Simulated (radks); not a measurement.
Problem. The table gives one normalised radial function P(r) = r R(r) of Eu in [Xe] 4f7 6s2 (r in bohr). All-electron calculation, scalar-relativistic Kohn-Sham, PBE, spin-polarised, spherical densities, point nucleus; open shells are filled with parallel spins first (spin-orbit coupling, left out, can overturn this in heavy ions); hard spherical wall at 7 bohr. Program: a radial shooting solver on a logarithmic mesh with Libxc functionals.

r           P
0.002914   0.0000
0.003366   0.0000
0.003887   0.0001
0.004489   0.0001
0.005184   0.0002
0.005987   0.0002
0.006915   0.0003
0.007986   0.0005
0.009223   0.0007
0.01065    0.0011
0.0123     0.0016
0.01421    0.0024
0.01641    0.0034
0.01895    0.0050
0.02188    0.0071
0.02527    0.0101
0.02919    0.0143
0.03371    0.0199
0.03893    0.0274
0.04496    0.0371
0.05192    0.0495
0.05996    0.0646
0.06925    0.0823
0.08061    0.1031
0.0931     0.1234
0.1075     0.1420
0.1242     0.1555
0.1434     0.1600
0.1656     0.1511
0.1913     0.1252
0.2209     0.0803
0.2551     0.0178
0.2946    -0.0569
0.3402    -0.1338
0.3929    -0.1998
0.4538    -0.2406
0.5241    -0.2442
0.6053    -0.2046
0.699     -0.1233
0.8073    -0.0090
0.9323     0.1246
1.077      0.2619
1.243      0.3879
1.436      0.4904
1.658      0.5616
1.915      0.5988
2.212      0.6043
2.555      0.5838
2.95       0.5442
3.407      0.4903
3.935      0.4219
4.544      0.3370
5.248      0.2368
6.061      0.1252
7          0.0000

Which n and l does it have? It may be an empty orbital.

Solution. n = 5, l = 2: the number of nodes gives n - l - 1 = 2, the rise at small r (about r^(l+1), flatter next to the nucleus through relativity) gives l, and the extent must fit the shell. The curve is that of 5d up; the table hardly tells the two spins apart. 5d up (empty): eigenvalue -0.475 eV, 2 radial nodes at r = 0.264, 0.816 bohr, <r> = 2.83 bohr, 90 % of the charge inside 4.47 bohr.
